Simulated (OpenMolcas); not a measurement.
Ni4+ among 4 point charges of -2.5 e arranged as a square (D4h).

```yaml
Program: OpenMolcas 26.06
Method: CASSCF
Basis: ANO-RCC-VDZP [5s4p2d1f]
Scalar_Hamiltonian: DKH2, point nucleus
Active_space: 6 electrons in 5 orbitals (3d)
State_averaging: 2S+1 = 5 even, 5 roots; 2S+1 = 3 even, 45 roots; 2S+1 = 1 even, 50 roots
Spin-orbit_coupling: RASSI with atomic mean-field integrals over the reference wave functions
```

All point charges move together. At R = 1.74 Å the first state of the same spin is 3539 cm-1, and at R = 1.84 Å it is 2975 cm-1.

Question: A third run gives 4291 cm-1. What distance was it run at?

Answer: With a power law R^-n the two known points give n = -ln(2975 / 3539) / ln(1.84 / 1.74) = 3.11. Then R = 1.74 × (3539 / 4291)^(1/3.11) = 1.635 Å. The run was at 1.64 Å, so the estimate is off by -0.005 Å.

Without dynamic correlation the repulsion within the d shell is too large (B by tens of per cent), so at a given field states of lower spin stand too high. Point charges give a weaker field than real ligands, and real ions of this kind are often low spin; the high spin found here belongs to the model. This is an electrostatic model: the charges have no orbitals. No measured value stands beside these numbers.
